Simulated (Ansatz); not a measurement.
Results of the Gaussian-basis code of Ansatz.

Basis-set series for C2H3FSi (`FC1=C[SiH2]1`). The species carries charge 0 and has multiplicity 1. The structure was optimised at the PBE0-D4/def2-TZVP level.

| functional | basis | functions | energy (Eh) | HOMO (eV) | LUMO (eV) |
| --- | --- | --- | --- | --- | --- |
| PBE0-D4 | def2-SVP | 75 | -466.72835 | -8.02 | 0.02 |
| PBE0-D4 | def2-TZVPP | 177 | -467.03932 | -8.07 | -0.36 |
| ωB97M-V | def2-SVP | 75 | -466.95263 | -10.16 | 1.99 |
| ωB97M-V | def2-TZVPP | 177 | -467.26995 | -10.25 | 1.39 |

**Question.** Give the rows for def2-QZVPP. (An estimate is asked.)

**Answer.** The calculation gave: 
```json
{"functional": "PBE0-D4", "basis": "def2-QZVPP", "functions": "331", "energy (Eh)": "-467.05861", "HOMO (eV)": "-8.08", "LUMO (eV)": "-0.48"}
{"functional": "ωB97M-V", "basis": "def2-QZVPP", "functions": "331", "energy (Eh)": "-467.28782", "HOMO (eV)": "-10.26", "LUMO (eV)": "1.07"}
```

Positive LUMOs are unbound and depend on the basis.
